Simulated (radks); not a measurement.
Results of a calculation; reference values are marked as such.
Fractional charge and spin in the 4p shell of technetium: the spin-up occupation runs from 2 to 3 and the spin-down occupation from 2 to 3; the fullest corner is Tc3+, [Ar] 3d10 4s2 4d(up 2, down 2) 4p(up 3, down 3). Level of theory: scalar-relativistic Kohn-Sham, LDA (Slater exchange, Perdew-Wang correlation), spin-polarised, spherical densities, finite nucleus; Fermi nuclear charge, rms radius of each element as measured or else 0.836 A^(1/3) + 0.57 fm (a radial shooting solver on a logarithmic mesh with Libxc functionals). Energy (eV) minus the two flat planes that join the four corners (they meet along the diagonal where the two added fractions sum to one electron); zero is where a piecewise linear energy would lie.

down \ up       2    2.25     2.5    2.75       3
2           0.000  -1.618  -2.150  -1.606   0.000
2.25       -1.618  -2.084  -1.476   0.192  -1.525
2.5        -2.150  -1.476   0.256  -1.399  -2.024
2.75       -1.606   0.192  -1.399  -1.962  -1.510
3           0.000  -1.525  -2.024  -1.510   0.000

Corners above the fullest one (they belong to Tc4+ and the next ion): (up 3, down 2) 83.480 eV, (up 2, down 3) 83.480 eV, (up 2, down 2) 184.69 eV. With half an added electron in each spin the energy lies 0.256 eV from the planes, and with half an added electron in spin up alone -2.150 eV. The planes are only a guide here: the flat-plane condition holds for ground states with one frontier orbital, while this shell lies below other occupied shells, so the corners above the fullest one are inner-hole states and not the ground states of those ions.
